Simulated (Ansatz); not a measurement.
`C[NH][Ga]([NH2])[Cl]`: the same geometry under several functionals.

```yaml
crystal:
  periodic: [false, false, false]
  atoms:
    - {symbol: C, position_ang: [-1.391138, -0.685352, 0.810646]}
    - {symbol: N, position_ang: [-0.675115, 0.559321, 0.666772]}
    - {symbol: Ga, position_ang: [0.814332, 0.857570, -0.303036]}
    - {symbol: N, position_ang: [1.723567, -0.402607, -1.231190]}
    - {symbol: Cl, position_ang: [1.629071, 2.840568, -0.249782]}
    - {symbol: H, position_ang: [-2.412671, -0.630455, 0.414694]}
    - {symbol: H, position_ang: [-0.879427, -1.481549, 0.264714]}
    - {symbol: H, position_ang: [-1.453771, -1.009204, 1.856438]}
    - {symbol: H, position_ang: [-1.079496, 1.330929, 1.170426]}
    - {symbol: H, position_ang: [2.436945, -0.116671, -1.880840]}
    - {symbol: H, position_ang: [1.287712, -1.262571, -1.518841]}
basis:
  gaussian: {orbitals: def2-TZVPP}
hamiltonian: {xc: {name: LC-wPBE}}
output: {orbitals: {seedname: orbitals}}
```

```sh
$ ansatz run in.yaml --threads 4 --pin off --events-out ev --progress --plain --max-ram 10444MiB
```

It prints (some lines left out):

```
Functional definition: LC-wPBE
1506 factors; their error is unknown
433 factors; integrals over basis functions are off by at most 4.4e-5 eV
mean field evaluation 1: about -68998.7994 eV, gradient 7.2e1 eV
mean field evaluation 2: about -68998.8990 eV, gradient 7.5e1 eV
mean field evaluation 4: about -69007.6997 eV, gradient 2.9e0 eV
mean field evaluation 8: about -69007.7179 eV, gradient 4.2e-2 eV
mean field evaluation 16: about -69007.6837 eV, gradient 1.5e-4 eV
mean field -69007.68372849 eV, -2535.9856019340 hartree, gradient 1.6e-5 eV, S^2 0.000000; 0 other end points of the search recorded, 0 dependent functions left out
reference -69007.68372850 eV, -2535.9856019342 hartree; 37, 37 occupied and 230, 230 virtual orbitals, 1506 factors
Total energy: -69007.68372850 eV, -2535.9856019342 hartree
```

It took 2.8 s on 4 threads of an Arm Neoverse V2 on a shared host, with 0.54 GiB of host memory at the peak.

Changing it to `hamiltonian: {xc: {name: r2SCANh}, dispersion: d4}` (abridged; 6 s):

```
Functional definition: r2SCANh
mean field evaluation 16: about -69016.2979 eV, gradient 8.2e-4 eV
mean field -69016.29785851 eV, -2536.3021653732 hartree, gradient 7.0e-5 eV, S^2 0.000000
Total energy: -69016.36389620 eV, -2536.3045922138 hartree
```

The same input with `hamiltonian: {xc: {name: PBE-QIDH}}` (abridged; 6 s):

```
Functional definition: PBE-QIDH
mean field evaluation 16: about -68982.2232 eV, gradient 2.5e-4 eV
mean field -68982.22321335 eV, -2535.0499452604 hartree, gradient 9.0e-6 eV, S^2 0.000000
17 core orbitals not correlated: weight in the atoms' cores, before any rotation towards them, 1.000 or more for the frozen orbitals, at most 0.000 for the correlated occupied ones
second order -31.14087415 eV of doubles, -0.00000000 eV of singles
Total energy: -68992.60351872 eV, -2535.4314144466 hartree
```

Changing it to `hamiltonian: {xc: hse06, dispersion: d4}` (abridged; 3.7 s):

```
Functional definition: HSE06
mean field evaluation 16: about -69003.9968 eV, gradient 2.4e-4 eV
mean field -69003.99676884 eV, -2535.8501086660 hartree, gradient 7.7e-5 eV, S^2 0.000000
Total energy: -69004.19416103 eV, -2535.8573626951 hartree
```

With the line `hamiltonian: {xc: {name: B2PLYP}}` (abridged; 6 s):

```
Functional definition: B2PLYP
mean field evaluation 16: about -68994.3979 eV, gradient 2.5e-4 eV
mean field -68994.39785060 eV, -2535.4973549269 hartree, gradient 6.3e-6 eV, S^2 0.000000
17 core orbitals not correlated: weight in the atoms' cores, before any rotation towards them, 1.000 or more for the frozen orbitals, at most 0.000 for the correlated occupied ones
second order -33.64508299 eV of doubles, -0.00000000 eV of singles
Total energy: -69003.48221052 eV, -2535.8311989965 hartree
```

Changing it to `hamiltonian: {xc: {name: CAM-B3LYP}, dispersion: d4}` (abridged; 4 s):

```
Functional definition: CAM-B3LYP
mean field evaluation 16: about -69021.9762 eV, gradient 8.3e-5 eV
mean field -69021.97615984 eV, -2536.5108390982 hartree, gradient 8.3e-5 eV, S^2 0.000000
Total energy: -69022.19199782 eV, -2536.5187709978 hartree
```

HSE06 is the plane-wave form, built on full-range PBE exchange.
